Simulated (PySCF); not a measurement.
SMILES CC(=O)CC#C (C₅H₆O) (GFN2-xTB optimised geometry):

```
12

C      2.152    -1.539    -1.274
C      1.667    -0.614    -0.691
C      1.077     0.511     0.000
C     -0.447     0.511     0.000
C     -1.084    -0.850     0.028
O     -1.072     1.539     0.000
H      2.585    -2.346    -1.785
H      1.432     1.450    -0.436
H      1.391     0.492     1.050
H     -0.918    -1.331    -0.934
H     -2.152    -0.762     0.208
H     -0.621    -1.470     0.792
```

Method: PBE0/def2-TZVP (PySCF 2.14.0).

Q: What are the frontier orbital energies and the dipole moment?

A: HOMO-2 -8.61 eV, HOMO-1 -8.15 eV, HOMO -7.31 eV, LUMO -0.63 eV, LUMO+1 0.81 eV; dipole moment 2.47 D.

Meta-Löwdin charges at PBE0/def2-TZVP: C1 -0.23, C2 -0.03, C3 -0.27, C4 0.41, C5 -0.40, O6 -0.41, H7 0.18, H8 0.16, H9 0.16, H10 0.15, H11 0.14, H12 0.14.
